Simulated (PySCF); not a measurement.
## Frontier levels across methods

Compound: C4H5FOSi.
Cartesian coordinates in Å at the PBE0-D3(BJ)/def2-SVP level; atoms count from 1:
```xyz
12
C4H5FOSi angstrom
O      0.089   -2.338    0.996
C      0.071   -1.224    0.543
C     -1.174   -0.599   -0.090
C     -0.811    0.757   -0.603
F     -1.803    1.396   -1.214
C      0.413    1.285   -0.458
Si     1.510    0.088    0.443
H     -1.983   -0.539    0.659
H     -1.553   -1.247   -0.900
H      0.626    2.280   -0.855
H      2.690   -0.410   -0.325
H      1.966    0.531    1.794
```

Basis pcSseg-1 throughout (PySCF), one geometry. Geometry: PBE0-D3(BJ)/def2-SVP; no solvent, vibrations or thermal averaging.

Task: How do the orbital energies, the gap and the dipole change with the method?

Result: 
| method | kind | HOMO (eV) | LUMO (eV) | gap (eV) | μ (D) | SCF cycles |
| --- | --- | --- | --- | --- | --- | --- |
| BLYP | GGA | -5.46 | -2.44 | 3.03 | 1.52 | 17 |
| OPBE | GGA | -5.56 | -2.53 | 3.03 | 1.46 | 17 |
| PBE | GGA | -5.59 | -2.61 | 2.98 | 1.48 | 16 |
| BP86 | GGA | -5.72 | -2.71 | 3.01 | 1.51 | 16 |
| LDA | LDA | -5.77 | -2.86 | 2.91 | 1.50 | 15 |
| KT2 | GGA | -5.78 | -2.58 | 3.20 | 1.47 | 18 |
| PBE0 | global hybrid | -7.07 | -1.54 | 5.53 | 1.59 | 15 |
| wB97X-D | range-separated hybrid | -8.95 | 0.31 | 9.26 | 1.64 | 15 |

The HOMO spans 3.48 eV, from BLYP down to wB97X-D, and the gap runs from 2.91 eV (LDA) to 9.26 eV (wB97X-D). The dipole ranges from 1.46 D (OPBE) to 1.64 D (wB97X-D). This basis has no diffuse functions.
